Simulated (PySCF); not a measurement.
**Molecular orbitals of AsN**

M06-L at R = 1.612 Å; PySCF, scalar-relativistic core potentials, basis sets As aug-cc-pVDZ-PP with ECP10, N aug-cc-pVDZ. State: ¹Σ⁺ (singlet), closed shell. Only the outer orbitals are listed, counted within each symmetry, core potentials removing the inner ones.

| orbital | occ. | ε (eV) | on As (%) | main shells (%) |
| --- | --- | --- | --- | --- |
| 5σ | 2 | -21.60 | 29 | 65 N s, 23 As s |
| 6σ | 2 | -13.11 | 73 | 64 As s, 22 N s, 9 As p |
| 3π | 2 | -7.73 | 43 | 56 N p, 41 As p |
| 3π | 2 | -7.73 | 43 | 56 N p, 41 As p |
| 7σ | 2 | -7.46 | 35 | 51 N p, 30 As p, 13 N s |
| 4π | 0 | -3.03 | 66 | 60 As p, 35 N p |
| 4π | 0 | -3.03 | 66 | 60 As p, 35 N p |

Question: Which are the highest filled and the lowest empty level, where do they sit, and how wide is the gap?

Answer: Highest filled 7σ at -7.46 eV (in %: 51 N p, 30 As p, 13 N s); lowest empty 4π at -3.03 eV (in %: 60 As p, 35 N p); the gap at M06-L is 4.43 eV.

| Item | Value |
| --- | --- |
| bond order (Mayer) | 2.81 |
| ⟨S²⟩ | 0.000 |
| charge on As (Mulliken, basis-dependent) | 0.56 |
| charge on As (Löwdin, basis-dependent) | 0.78 |
| dipole moment (positive dipole means As(−)N(+)) | -3.13 D |
